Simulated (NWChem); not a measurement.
# Total energies of H3ClSi

```xyz
5

Si     0.9965     0.0279     0.0000
Cl    -1.0818    -0.0303     0.0000
H      1.4600     0.7444     1.2180
H      1.4600     0.7444    -1.2180
H      1.5191    -1.3644     0.0000
```
Charge 0, spin multiplicity 1.

Program: NWChem. All single points use one geometry, from B3LYP/def2-SVP, a minimum by its harmonic frequencies.

Basis set: cc-pVDZ (51 functions).

```csv
method,total energy (Ha)
RHF,-750.22202
MP2,-750.46150
B2PLYP,-751.24971
PBE,-751.17824
B3LYP,-751.56646
CAM-B3LYP,-751.54320
CCSD(T),-750.50190
```

Total energies of different functionals aren't comparable as a measure of quality: only differences taken within one method are. 

The correlated methods keep 10 core orbitals frozen. B3LYP has NWChem's definition, with VWN1-RPA local correlation. The structure started from a generated list of species. Coupled-cluster values serve here as a point of comparison, not as the truth.
